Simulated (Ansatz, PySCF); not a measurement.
Pulling on the Sn1–H4 bond in CH6OSn (SMILES C[O][SnH3]) (multiplicity 1 held, fragments rigid). Energies count from the point at 1.714 Å.
Geometry at that point (charge 0, multiplicity 1):
```xyz
9

Sn     0.56359    -0.14213     0.07114
O     -1.10912     0.87442    -0.23960
C     -2.34967     0.19759    -0.23043
H      0.67859    -1.33287    -1.15660
H      1.77658     1.04855    -0.02641
H      0.44543    -0.86791     1.61959
H     -2.55890    -0.28012     0.73609
H     -2.41219    -0.57269    -1.01076
H     -3.13790     0.93060    -0.41939
```

R- and RO- levels are restricted; in cc, def2 and unpolarised 6-31G sets they are followed outwards from rest. Unrestricted levels (U-) break spin symmetry where that is lower. Active spaces are followed from a long bond inwards. Curves can end on different states.

Frozen-core correlation. Filled d and f shells under p-block atoms count as core. Rows in LANL2DZ carry no dispersion term and start afresh at each structure. LANL2DZ brings its own core potentials from Na on.

Run with Ansatz (a first-principles code) with Gaussian orbitals; PySCF for LANL2DZ rows. Values without a source in brackets are computed. In def2 rows elements past Kr take small-core potentials, without spin–orbit coupling.

Energies in kcal/mol.

```tsv
R (Å)	U-HF/LANL2DZ	U-B3LYP/def2-TZVPP	R-SCS-MP2/def2-TZVPP	R-CCSD(T)/def2-TZVPP	SC-NEVPT2 on CASSCF(2,2)/def2-TZVPP
1.371	28.6	30.2	32.2	32.7	32.8
1.543	5.1	5.8	6.2	6.6	6.7
1.714	0.0	0.0	0.0	0.0	0.0
1.886	4.7	3.6	3.9	3.4	3.2
2.057	14.6	11.7	12.7	11.6	11.0
2.314	33.4	26.8	29.4	26.9	25.6
2.571	46.7	42.1	46.3	41.7	39.8
3.000	56.0	61.8	70.3	60.7	57.8
3.428	58.9	70.5	87.8	70.9	67.9
3.943	60.0	74.3	100.2	73.7	72.8
4.628	60.3	75.7	104.6	70.6	74.5
5.485	60.4	76.0	95.6	67.0	74.8
```

Doubts at one or more of the structures used: a spin-contaminated determinant (U-HF/LANL2DZ, U-B3LYP/def2-TZVPP); a restricted determinant that unrestricted orbitals would lower (R-SCS-MP2/def2-TZVPP, R-CCSD(T)/def2-TZVPP); other coupled-cluster roots lie near (R-CCSD(T)/def2-TZVPP); T1 above 0.05 (R-CCSD(T)/def2-TZVPP).
